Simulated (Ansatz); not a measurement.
Consider the cleavage of the Si–B bond: `[SiH3]BS[SiH3]` + `CNCS` → `CNCS[SiH3]` + `BS[SiH3]`.

Calculated with Ansatz (gas phase, PBE0-D4/def2-TZVP geometries, no zero-point term in ΔE). CCSD(T)/CBS adds triple-zeta CCSD(T) − MP2 to the extrapolated MP2 energy (def2 sets, frozen cores). DFT in def2-TZVPP. B3LYP here is the variant with VWN-RPA as its local correlation; programs differ in this. One conformer a species, not always the lowest.

```csv
level,ΔE (kJ/mol),difference from CCSD(T)/CBS
PBE-D4,-74.4,3.2
PBE0-D4,-75.6,2.0
B3LYP-D4,-79.2,-1.6
ωB97X-V,-76.3,1.3
PBE,-72.3,5.3
r2SCAN,-81.3,-3.7
PBE0,-73.8,3.8
MP2/def2-TZVPP,-84.7,-7.1
SCS-MP2/def2-TZVPP,-81.6,-4.0
CCSD/def2-TZVPP,-73.6,4.0
CCSD(T)/def2-TZVPP,-74.8,2.8
HF/def2-QZVPP,-80.2,-2.6
MP2/def2-QZVPP,-86.3,-8.7
SCS-MP2/def2-QZVPP,-83.2,-5.6
HF/CBS(def2),-80.2,-2.6
MP2/CBS(def2),-87.4,-9.8
CCSD(T)/CBS,-77.6,0
```

Largest T1 diagnostic among the species: 0.015.

The D4 term adds −3.4 kJ/mol with B3LYP and −1.8 kJ/mol with PBE0; it sums over pairs of atoms, weighted by their polarisabilities, and B3LYP, whose exchange is more repulsive, gets the larger term.
